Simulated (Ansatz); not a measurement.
| atom | x (Å) | y (Å) | z (Å) |
| --- | --- | --- | --- |
| C | 0.0216 | -0.0451 | -0.0011 |
| C | -0.0198 | 0.0390 | 1.5442 |
| O | -0.0204 | 1.3342 | -0.4043 |
| H | -0.8630 | -0.5064 | -0.4214 |
| H | 0.8492 | -0.4827 | -0.3896 |
| H | 0.0382 | -1.0146 | 1.9135 |
| H | 0.8505 | 0.5446 | 1.8856 |
| H | -0.8451 | 0.5173 | 1.9059 |
| H | -0.0008 | 1.4240 | -1.3750 |

Basis set: cc-pVDZ (spherical functions). Correlated methods keep 3 orbitals frozen. Charge 0, multiplicity 1.

Computed with Ansatz (development build ahead of 0.2.0); each method stands on the lowest determinant of its kind that the runs found. Restricted open shells among the atoms or ions are ROHF, correlated in semicanonical orbitals with singles.

(1) Give the atomization energy at this shape (free ground-state atoms in the same class of orbitals less the molecule, no zero-point energy) of singlet C2H6O by RHF-MP2, RHF.

Answers

(1)

```tsv
method	atomization energy
RHF-MP2	3124.6 kJ/mol
RHF	2439.2 kJ/mol
```

Caution: the shape is not the minimum.
